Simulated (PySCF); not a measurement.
A run for PySCF: U-HF/LANL2DZ on H4PbSi (SMILES [SiH3][PbH]), a point of a bond scan (R = 2.010 Å).

```python
from pyscf import gto, scf, dft, mp
from pyscf.data.elements import chemcore

mol = gto.M(
    atom='''
    Pb    0.01264380    0.35481597    0.33070929
    H    -0.43048829    1.47502972   -1.08006028
    Si   -0.03318368   -1.72695224   -1.46551517
    H     1.29825965   -1.41881313   -2.93989399
    H    -1.37568005   -1.84281653   -2.09941456
    H     0.28087739   -3.05109006   -0.86382657
    ''',
    basis='lanl2dz',
    ecp={'Pb': 'lanl2dz', 'Si': 'lanl2dz'},
    charge=0, spin=0, verbose=3, max_memory=1800)
mf = scf.UHF(mol)
mf.conv_tol = 1e-8
mf.max_cycle = 100
mf.init_guess_breaksym = True
mf.kernel()
if not mf.converged:
    mf = mf.newton().run(mf.mo_coeff, mf.mo_occ)
for _ in range(4):
    mo, _, stable, _ = mf.stability(return_status=True)
    if stable:
        break
    mf.kernel(mf.make_rdm1(mo, mf.mo_occ))
```

Output:

```
converged SCF energy = -9.31691785248945  <S^2> = 9.3365628e-07  2S+1 = 1.0000019
<class 'pyscf.scf.uhf.UHF'> wavefunction is stable in the internal stability analysis
```

The calculation finished and met its thresholds.

Cost: around 0.5 core-seconds (rough).
